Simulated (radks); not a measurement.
Problem. Ionisation of the antimony ion Sb2+, [Kr] 4d10 5s2 5p1, to [Kr] 4d10 5s2 as the strength of local exchange is varied. Calculated with a radial shooting solver on a logarithmic mesh with Libxc functionals: scalar-relativistic Kohn-Sham, Slater X-alpha exchange (alpha = 2/3 is LDA exchange), no correlation, spin-polarised, spherical densities, point nucleus; open shells are filled with parallel spins first (spin-orbit coupling, left out, can overturn this in heavy ions).

alpha  E(Sb2+) (hartree)  exchange (hartree)  IE (eV)  -e of the level emptied (eV)  <r> of it (bohr)
0.563        -6445.50748          -133.96435   22.718                   18.593 (5p)             2.567
0.667        -6470.35811          -159.29276   23.860                   19.732 (5p)             2.510
0.948        -6537.95754          -228.63229   27.084                   22.973 (5p)             2.370
1.028        -6557.32423          -248.61403   28.038                   23.937 (5p)             2.334
x            -6495.78029          -185.29440   25.053                   20.927 (5p)             2.455

Which alpha was used in the last row?

Solution. alpha = 0.773. NIST Atomic Spectra Database: 25.324 eV (measured). The Delta-SCF value meets it near alpha = 0.80. Open shells are spherical and high-spin; term and fine-structure splittings are not resolved. Spin-orbit splitting is averaged out at the scalar-relativistic level.
